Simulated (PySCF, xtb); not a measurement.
C₂H₄ClFSi, SMILES C=C[Si@H](F)Cl.

GFN2-xTB (xtb) at its own geometry gives an orbital gap of 4.47 eV and a dipole moment of 2.20 D.

Geometry optimised at B3LYP-D3(BJ)/def2-SVP. The structure was generated by enumeration; whether it is a known compound was not checked. Other conformers were not sampled.

### Question
What does PBE/def2-TZVP in PySCF give? (An estimate is asked for; the answer gives what the named calculation found.)

### Answer
gap 5.28 eV (levels -7.37 and -2.09 eV), dipole 2.08 D.
